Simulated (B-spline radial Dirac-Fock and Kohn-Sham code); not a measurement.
Tm⁴⁺: scattering cross sections and density moments

System: thulium as Tm⁴⁺, configuration [Xe] 4f11.

Input file task.json (cfg lists n, l and occupation; rrms is the nuclear radius in fm):

```json
{"items": [{
  "Z": 69,
  "q": 4,
  "cfg": [[1, 0, 2], [2, 0, 2], [2, 1, 6], [3, 0, 2], [3, 1, 6], [3, 2, 10], [4, 0, 2], [4, 1, 6], [4, 2, 10], [4, 3, 11], [5, 0, 2], [5, 1, 6]],
  "A": 169,
  "rrms": 5.2256,
  "do": ["scatter"],
  "s": [0.0, 0.05, 0.1, 0.15, 0.2, 0.25, 0.3, 0.35, 0.4, 0.45, 0.5, 0.6, 0.7, 0.8, 0.9, 1.0, 1.1, 1.2, 1.4, 1.6, 1.8, 2.0, 2.5, 3.0, 3.5, 4.0, 5.0, 6.0],
  "pz": [0, 0.1, 0.14, 0.2, 0.28, 0.4, 0.56, 0.79, 1.1, 1.6, 2.2, 3.2, 4.5, 6.3, 8.9, 13.0, 18.0, 25.0, 35.0, 50.0, 71.0],
  "hv_scatter": [1000, 2000, 5000, 10000, 20000, 30000, 50000, 500000]
}]}
```

Launch: `python xray_run.py task.json out`

These are calculated numbers from a radial B-spline solver; the model is configuration-average Dirac-Fock orbitals.

```
Sum of ⟨r⟩                          : 32.54 bohr
Sum of ⟨r²⟩                         : 29.79 bohr²
Sum of ⟨1/r⟩                        : 485.76 per bohr
Langevin diamagnetic susceptibility : -23.6 × 10⁻⁶ cm³/mol
Lamb shielding (α²/3)Σ⟨1/r⟩         : 8623 ppm
```

Coherent scattering is the Thomson cross section weighted by f₀², without anomalous dispersion; incoherent scattering is Klein-Nishina weighted by S. The Lamb formula is the non-relativistic shielding expression. Electron correlation is left out.

| hν (keV) | coherent (b) | incoherent (b) | incoherent per electron (b) |
| --- | --- | --- | --- |
| 1 | 2751 | 0.4775 | 0.00735 |
| 2 | 2589 | 1.676 | 0.0258 |
| 5 | 1903 | 6.147 | 0.0946 |
| 10 | 1120 | 11.99 | 0.185 |
| 20 | 515.6 | 19.13 | 0.294 |
| 30 | 305.4 | 23.08 | 0.355 |
| 50 | 141.5 | 26.45 | 0.407 |
| 500 | 2.370 | 18.40 | 0.283 |

Incoherent scattering overtakes coherent scattering between 50 and 500 keV.
